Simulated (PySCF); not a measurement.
**How methods differ on the fine-structure interval of Ag²⁺**

Ag²⁺ [Kr] 4d9 [4d3/2^4 4d5/2^5, M_J = 5/2] → Ag²⁺ [Kr] 4d9 [4d3/2^3 4d5/2^6, M_J = 3/2], as a difference of total energies. Calculation: PySCF 2.14, in x2c-QZVPPall-2c (13s12p9d4f2g, 140 functions); the two-component X2C-1e Hamiltonian. Correlated levels: [Ar] 3d10 frozen; the 32 highest virtual spinors dropped. "Screened" scales the spin-orbit matrix elements by Boettger's factors to mimic the two-electron term; Breit and QED terms are absent.

| method | fine-structure interval (cm⁻¹) |
| --- | --- |
| GHF (screened spin-orbit) | 4739.6 |
| GMP2 (screened spin-orbit) | 5109.0 |
| GHF (bare spin-orbit) | 6100.5 |
